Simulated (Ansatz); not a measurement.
```yaml
crystal:
  periodic: [true, true, true]
  atoms:
    - {symbol: C, position_ang: [-0.926566, 0.769045, -0.928566]}
    - {symbol: B, position_ang: [-0.060034, -0.432672, -0.337277]}
    - {symbol: C, position_ang: [1.461988, -0.100329, 0.170676]}
    - {symbol: O, position_ang: [-0.959871, -0.703591, 1.131767]}
    - {symbol: H, position_ang: [-1.970074, 0.484850, -1.161157]}
    - {symbol: H, position_ang: [-0.893527, 1.686422, -0.417270]}
    - {symbol: H, position_ang: [-0.463720, 0.997628, -1.926866]}
    - {symbol: H, position_ang: [-0.235704, -1.532910, -0.843363]}
    - {symbol: H, position_ang: [2.022168, 0.050800, -0.696089]}
    - {symbol: H, position_ang: [1.867389, -0.853765, 0.741848]}
    - {symbol: H, position_ang: [1.523118, 0.900395, 0.730171]}
    - {symbol: H, position_ang: [-0.893165, 0.108697, 1.701747]}
    - {symbol: H, position_ang: [-0.462724, -1.424575, 1.710094]}
basis:
  gaussian: {orbitals: def2-TZVP, final_grid: {core_spheres: 20, valence_spheres: 16, degree: 47}}
total_charge: 1
magnetization: {spin_polarized: true, initial_magnetization: 1}
hamiltonian: {xc: {name: revPBE0}}
output: {forces: true}
```

```sh
$ ansatz run in.yaml --threads 2 --pin off --events-out ev --progress --plain --max-ram 32768MiB --backend cpu
```

Problem. How does Ansatz answer? (An estimate is asked.)

Solution. The calculation gave: The program refused the input.
```
Error: YAML parse error: error: line 2 column 3: crystal: missing field `lattice` (a structure is typed as `lattice` and `atoms`, a molecule's as `atoms` in Å alone, or read from a run's directory, `checkpoint`)
 --> <input>:2:3
1 | crystal:
2 |   periodic: [true, true, true]
3 |   atoms:
4 |     - {symbol: C, position_ang: [-0.926566, 0.769045, -0.928566]}
```
